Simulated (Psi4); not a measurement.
C₂H₆In, charge +1, singlet, at a GFN2-xTB geometry (such geometries of metal compounds can be far from the true shape) (all electrons, no relativity); HF/STO-3G run with Psi4 1.11.

Here is a job for Psi4.
```
memory 2 GB

molecule {
1 1
In    0.00000000    0.00000000    0.00000000
C     1.76799887    0.26458391   -1.43355759
H     2.41242023   -0.60590237   -1.30508096
H     2.27064356    1.18959701   -1.14854782
H     1.35310159    0.31962734   -2.44071297
C    -1.76799887   -0.26458391    1.43355759
H    -2.25762428   -1.20072172    1.16255120
H    -2.42355682    0.59505423    1.28934408
H    -1.35498428   -0.29765450    2.44244647
}

set {
  basis sto-3g
  scf_type pk
  puream true
  d_convergence 1e-8
}

energy('scf')
print_variables()
```

It wrote (shortened):

```
   => Loading Basis Set <=

    Name: STO-3G
    Role: ORBITAL
    Keyword: BASIS

         ---------------------------------------------------------
                                   SCF
               by Justin Turney, Rob Parrish, Andy Simmonett
                          and Daniel G. A. Smith
                              RHF Reference
         ---------------------------------------------------------

  ==> Geometry <==

    Molecular point group: c1
    Full point group: C1

    Geometry (in Angstrom), charge = 1, multiplicity = 1:

       Center              X                  Y                   Z               Mass
    ------------   -----------------  -----------------  -----------------  -----------------
         IN           0.000000000000     0.000000000070     0.000000000000   114.903878776000
         C            1.767998870000     0.264583910070    -1.433557590000    12.000000000000
         H            2.412420230000    -0.605902369930    -1.305080960000     1.007825032230
         H            2.270643560000     1.189597010070    -1.148547820000     1.007825032230
         H            1.353101590000     0.319627340070    -2.440712970000     1.007825032230
         C           -1.767998870000    -0.264583909930     1.433557590000    12.000000000000
         H           -2.257624280000    -1.200721719930     1.162551200000     1.007825032230
         H           -2.423556820000     0.595054230070     1.289344080000     1.007825032230
         H           -1.354984280000    -0.297654499930     2.442446470000     1.007825032230

  Running in c1 symmetry.

  Rotational constants: A =      2.55884  B =      0.09891  C =      0.09891 [cm^-1]
  Rotational constants: A =  76712.12851  B =   2965.15910  C =   2965.15910 [MHz]
  Nuclear repulsion =  219.237193745523683

  Charge       = 1
  Multiplicity = 1
  Electrons    = 66
  Nalpha       = 33
  Nbeta        = 33

  ==> Algorithm <==

  SCF Algorithm Type is PK.
  DIIS enabled.
  MOM disabled.
  Fractional occupation disabled.
  Guess Type is SAD.
  Energy threshold   = 1.00e-06
  Density threshold  = 1.00e-08
  Integral threshold = 1.00e-12

  ==> Primary Basis <==

  Basis Set: STO-3G
    Blend: STO-3G
    Number of shells: 23
    Number of basis functions: 43
    Number of Cartesian functions: 45
    Spherical Harmonics?: true
    Max angular momentum: 2

  ==> Integral Setup <==

  Using in-core PK algorithm.
   Calculation information:
      Number of atoms:                   9
      Number of AO shells:              23
      Number of primitives:             69
      Number of atomic orbitals:        45
      Number of basis functions:        43

      Integral cutoff                 1.00e-12
      Number of threads:                 1

  Performing in-core PK
  Using 895862 doubles for integral storage.
  We computed 34390 shell quartets total.
  Whereas there are 38226 unique shell quartets.

  ==> DiskJK: Disk-Based J/K Matrices <==

    J tasked:                  Yes
    K tasked:                  Yes
    wK tasked:                  No
    Schwarz Cutoff:          1E-12

  Minimum eigenvalue in the overlap matrix is 2.3909178082E-01.
  Reciprocal condition number of the overlap matrix is 1.0386205391E-01.
    Using symmetric orthogonalization.

  ==> Pre-Iterations <==

  SCF Guess: Superposition of Atomic Densities via on-the-fly atomic UHF (no occupation information).

   -------------------------
    Irrep   Nso     Nmo
   -------------------------
     A         43      43
   -------------------------
    Total      43      43
   -------------------------

  ==> Iterations <==

                        Total Energy        Delta E     RMS |[F,P]|

   @RHF iter SAD: -5755.96437491287725   -5.75596e+03   0.00000e+00
   @RHF iter   1: -5760.77644126459109   -4.81207e+00   1.26120e-02 DIIS/ADIIS
   @RHF iter   2: -5761.00858518363657   -2.32144e-01   3.92844e-03 DIIS/ADIIS
   @RHF iter   3: -5761.02713364035753   -1.85485e-02   4.95217e-04 DIIS/ADIIS
   @RHF iter   4: -5761.02767533419501   -5.41694e-04   7.64860e-05 DIIS
   @RHF iter   5: -5761.02769024988629   -1.49157e-05   6.65825e-06 DIIS
   @RHF iter   6: -5761.02769039059694   -1.40711e-07   1.93689e-06 DIIS
   @RHF iter   7: -5761.02769040195835   -1.13614e-08   1.98233e-07 DIIS
   @RHF iter   8: -5761.02769040208477   -1.26420e-10   1.45532e-08 DIIS
   @RHF iter   9: -5761.02769040209387   -9.09495e-12   1.53140e-09 DIIS
  Energy and wave function converged.

  ==> Post-Iterations <==

    Orbital Energies [Eh]
    ---------------------

    Doubly Occupied:

[...]
    Virtual:

[...]
      43A      0.553702

    Final Occupation by Irrep:
              A
    DOCC [    33 ]
    NA   [    33 ]
    NB   [    33 ]

  @RHF Final Energy: -5761.02769040209387

   => Energetics <=

    Nuclear Repulsion Energy =            219.2371937455236832
    One-Electron Energy =               -8396.0088614255037101
    Two-Electron Energy =                2415.7439772778866427
    Total Energy =                      -5761.0276904020938673

Computation Completed

Properties will be evaluated at   0.000000,   0.000000,   0.000000 [a0]

Properties computed using the SCF density matrix

 Multipole Moments:

 ------------------------------------------------------------------------------------
     Multipole            Electronic (a.u.)      Nuclear  (a.u.)        Total (a.u.)
 ------------------------------------------------------------------------------------

 L = 1.  Multiply by 2.5417464519 to convert [e a0] to [Debye]
 Dipole X            :         -0.0000000           -0.0000000           -0.0000000
 Dipole Y            :          0.0000000           -0.0000000           -0.0000000
 Dipole Z            :         -0.0000000           -0.0000000           -0.0000000
 Magnitude           :                                                    0.0000000

 ------------------------------------------------------------------------------------

  Variable Map:
  ----------------------------------------------------------------------------
[...]
  Array Variable Map:
  ----------------------------------------------------------------------------
[...]
[...]
```
